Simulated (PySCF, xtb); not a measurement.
C4H10OSi, SMILES C=C(CC)[SiH2]O. One conformer was computed; it need not be the lowest.

Harmonic wavenumbers (cm⁻¹) from GFN2-xTB (xtb) at its own minimum, in rising order: 46, 62, 146, 226, 263, 268, 327, 330, 409, 531, 605, 668, 681, 746, 775, 809, 821, 891, 906, 918, 1056, 1080, 1087, 1179, 1256, 1350, 1406, 1433, 1475, 1507, 1514, 1682, 2204, 2306, 2934, 2959, 3028, 3032, 3037, 3084, 3095, 3674.

Q: What does B3LYP-D3(BJ)/def2-SVP (PySCF) give at its own minimum? (Estimate from the structure and the level; the computed values follow.)

A: 62, 81, 153, 234, 266, 280, 330, 344, 426, 604, 677, 685, 762, 813, 829, 877, 889, 930, 964, 969, 1026, 1071, 1096, 1192, 1286, 1369, 1397, 1426, 1448, 1470, 1481, 1681, 2183, 2241, 3000, 3027, 3032, 3112, 3115, 3123, 3210, 3875. Paired by order, the mean absolute difference is 41 cm⁻¹ and the zero-point energies are 79.8 and 81.5 kcal/mol.
